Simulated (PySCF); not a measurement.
## Field gradients at the hydrogen positions

C₇H₇F.
Z-matrix (Å and degrees, PBE0-D3(BJ)/def2-TZVP geometry), rows numbered from 1:
```
C 
C   1  1.4988
C   2  1.3907  1  121.16
C   3  1.3876  2  121.54  1  -178.81
C   4  1.3792  3  118.57  2    -0.07
F   5  1.3407  4  119.19  3  -179.84
C   5  1.3812  4  121.75  3    -0.10
C   7  1.3853  5  118.63  4     0.10
H   1  1.0909  2  111.30  3   -18.91
H   1  1.0942  2  111.10  3   100.90
H   1  1.0920  2  111.37  3  -139.56
H   3  1.0848  2  119.41  1     1.29
H   4  1.0829  3  121.63  2  -179.84
H   7  1.0829  5  119.69  4  -179.70
H   8  1.0850  2  119.42  1    -1.30
```

Level: PBE0/pcSseg-2 (PySCF, non-relativistic); Q(2H) = 0.00286 b; rigid geometry, the same for H and D, with no vibrational averaging.

Problem. Give the electric field gradient Vzz (the principal value of largest size), its asymmetry and the 2H coupling at each hydrogen.

Solution. 
```json
{"atom": "H9", "bonded to": "C1", "bond length (Å)": "1.091", "Vzz (au)": "0.2864", "η": "0.04", "χzz (kHz)": "192"}
{"atom": "H10", "bonded to": "C1", "bond length (Å)": "1.094", "Vzz (au)": "0.2830", "η": "0.02", "χzz (kHz)": "190"}
{"atom": "H11", "bonded to": "C1", "bond length (Å)": "1.092", "Vzz (au)": "0.2854", "η": "0.03", "χzz (kHz)": "192"}
{"atom": "H12", "bonded to": "C3", "bond length (Å)": "1.085", "Vzz (au)": "0.2937", "η": "0.07", "χzz (kHz)": "197"}
{"atom": "H13", "bonded to": "C4", "bond length (Å)": "1.083", "Vzz (au)": "0.2967", "η": "0.07", "χzz (kHz)": "199"}
{"atom": "H14", "bonded to": "C7", "bond length (Å)": "1.083", "Vzz (au)": "0.2965", "η": "0.07", "χzz (kHz)": "199"}
{"atom": "H15", "bonded to": "C8", "bond length (Å)": "1.085", "Vzz (au)": "0.2933", "η": "0.07", "χzz (kHz)": "197"}
```

Problem. How does χzz go with the bond length over the 7 C–H bonds?

Solution. A straight-line fit has a slope of -8.1 kHz for each 0.01 Å, with a correlation coefficient of -1.00, over lengths from 1.083 to 1.094 Å. The longer bonds have the smaller couplings here.

Problem. A static deuteron (I = 1) shows a doublet split by (3/2)χ, (3/4)χ(1 + η) and (3/4)χ(1 − η) with the field along z, y and x of the gradient. What are these for H15?

Solution. With |χ| = 197.1 kHz and η = 0.068: 296, 158 and 138 kHz, to first order and without motion.

Geometry: PBE0-D3(BJ)/def2-TZVP; no solvent, vibrations or thermal averaging.

The run behind these numbers computed NMR shieldings as well. The run took 70 s wall, 2.7 min CPU (with the writing of density and orbital grids) on 2 threads, Intel Xeon Platinum 8259CL at 2.50 GHz (x86_64), shared host, and the process peaked at 2.6 GiB of memory.
